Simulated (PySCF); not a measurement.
A structure optimised at PBE0-D3(BJ)/def2-SVP, used in a PySCF frequency run:

```xyz
9

Si    -0.2309    -0.0890     0.5046
N     -1.4052    -1.0046    -0.3400
N      0.8980    -1.1853     1.1721
Cl     0.4960     1.2307    -0.9435
H     -0.6555     0.7887     1.6298
H     -1.9331    -0.5945    -1.1003
H     -1.9036    -1.7568     0.1205
H      1.3241    -1.8944     0.5853
H      1.5191    -0.8893     1.9162
```

Task: Write its SMILES and formula.

Result: N[SiH](N)Cl, ClH₅N₂Si

Task: What are its rotational constants (standard atomic weights)?

Result: 6.3802, 3.2188, 2.3808 GHz
